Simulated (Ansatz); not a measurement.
Reaction (atomization): `C=C[SiH](F)Cl` → 2 C• + Cl• + F• + 4 H• + Si•

Calculated with Ansatz (gas phase, PBE0-D4/def2-TZVP geometries, no zero-point term in ΔE). CBS: MP2 limit from def2 TZ/QZ plus the TZ coupled-cluster correction, frozen cores. This one scheme is used for every species, atoms too. For atomizations the MP2-based limit and the directly extrapolated one differ by several kJ/mol either way, and by 10 to 25 for some Ge, Se and Sn compounds, so smaller differences from it don't rank the levels. Functionals use def2-TZVPP. B3LYP here is the variant with VWN-RPA as its local correlation; programs differ in this. No spin–orbit coupling; open shells (•) take unrestricted orbitals. Spin–orbit coupling would lower the free atoms: a little for C, Cl, F, Si. One conformer a species, not always the lowest.

| level | ΔE (kJ/mol) | difference from CCSD(T)/CBS |
| --- | --- | --- |
| revPBE-D4 | 3531.7 | -36.2 |
| B3LYP-D4 | 3546.8 | -21.1 |
| r2SCAN0-D4 | 3518.8 | -49.1 |
| PBE | 3597.4 | 29.5 |
| B3LYP | 3513.8 | -54.1 |
| HF/def2-SVP | 2670.3 | -897.6 |
| HF/def2-QZVPP | 2694.9 | -873.0 |
| MP2/def2-QZVPP | 3611.9 | 44.0 |
| HF/CBS(def2) | 2696.0 | -871.9 |
| MP2/CBS(def2) | 3650.5 | 82.6 |
| CCSD(T)/CBS | 3567.9 | 0 |

Largest T1 diagnostic among the species: 0.012.

The D4 term adds +33.0 kJ/mol with B3LYP and +17.2 kJ/mol with PBE0; it sums over pairs of atoms, weighted by their polarisabilities, and B3LYP, whose exchange is more repulsive, gets the larger term. Leaving LDA and LC-ωPBE aside and taking each functional with its dispersion term where it has one, the values, not all of them listed here, spread over 159.6 kJ/mol, from BHLYP-D4 to PBE-D4. LDA lies +438.9 kJ/mol from PBE without D4, its usual overbinding. From PBE to PBE0 (25 % exact exchange), in def2-TZVPP and without D4, ΔE moves by −53.5 kJ/mol: exact exchange takes away binding that semilocal exchange gives to molecules.
